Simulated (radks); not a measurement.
Neutral antimony inside a hard spherical wall (all orbitals vanish at R), configuration held at [Kr] 4d10 5s2 5p3 and not refilled when levels cross. Method: scalar-relativistic Kohn-Sham, r2SCAN, spin-polarised, spherical densities, finite nucleus; open shells are filled with parallel spins first (spin-orbit coupling, left out, can overturn this in heavy ions); meta-GGA in the generalised Kohn-Sham scheme; Fermi nuclear charge, rms radius 4.6802 fm; computed with a radial shooting solver on a logarithmic mesh with Libxc functionals. Eigenvalues in eV for spin up, with the zero of energy where the potential of the charges vanishes at infinity; a dash marks a level that is unbound or too diffuse for the functional's potential to be trusted. A positive occupied level is held by the wall or, in an anion where self-interaction has pushed it up, behind a barrier. The pressure on the wall is -dE/dV.

R (bohr),E (hartree),kinetic (hartree),e(4p),e(4d),e(5s),e(5p),"e(6s, empty)","e(5d, empty)",pressure (GPa)
free,-6482.21510,6779.663,-104.31,-34.191,-14.105,-5.827,-,-,0
15,-6482.21510,6779.663,-104.31,-34.191,-14.105,-5.827,0.089,1.365,< 0.0001
12,-6482.21509,6779.663,-104.30,-34.190,-14.103,-5.826,0.356,1.756,0.000273
10,-6482.21493,6779.665,-104.29,-34.175,-14.092,-5.814,0.836,2.174,0.00553
8,-6482.21263,6779.686,-104.16,-34.044,-13.995,-5.711,2.162,2.994,0.119
4,-6481.68636,6782.200,-97.227,-27.393,-8.444,1.653,33.295,18.007,112
3.5,-6481.10722,6784.502,-93.273,-23.668,-4.208,7.289,52.786,27.268,325
3,-6479.76524,6789.525,-86.772,-17.541,4.385,18.355,87.785,43.995,1070
2.5,-6476.27850,6802.073,-74.920,-6.059,24.153,42.691,156.47,77.197,4240
2,-6465.52578,6839.088,-50.007,19.866,77.866,105.06,309.50,152.54,22200
1.5,-6423.32808,6971.057,16.355,94.097,256.46,297.95,719.46,358.91,172000
